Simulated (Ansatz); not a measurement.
RbBr₂. The state is a doublet with charge 0. Geometry PBE-D4/def2-TZVP, basis def2-TZVP, Ansatz.

```xyz
3

Rb   -1.500   -1.008   -0.563
Br    0.971   -0.446    1.395
Br    0.529    1.455   -0.832
```

```
run  HOMO (eV)  LUMO (eV)
  A      -5.20      -4.55
  B      -6.33      -3.42
  C      -6.59      -3.33
  D      -8.91      -0.33
  E      -5.42      -4.12
  F      -5.07      -4.22
```

In the def2 sets Rb takes a core potential; there is no spin–orbit coupling. In the doublet, Br2 and Br3 lie 2.96 Å apart (atoms count from 1), so these atoms are partly bonded to each other. The structure comes from a short search, and lower isomers may exist.

HOMO and LUMO are taken over both spins.

The runs used HF, LDA (SPW92), PBE, PBE0, r2SCAN, r2SCAN0. Estimate which is which.

A LDA (SPW92) (0 % exact exchange); B PBE0 (25 % exact exchange); C r2SCAN0 (25 % exact exchange); D HF (100 % exact exchange); E r2SCAN (0 % exact exchange); F PBE (0 % exact exchange). Exact exchange lowers occupied and raises empty levels; among semilocal functionals meta-GGAs tend to open the gap a little, and such runs are hard to tell apart. The gap grows from 0.64 eV (LDA (SPW92)) to 8.59 eV (HF).
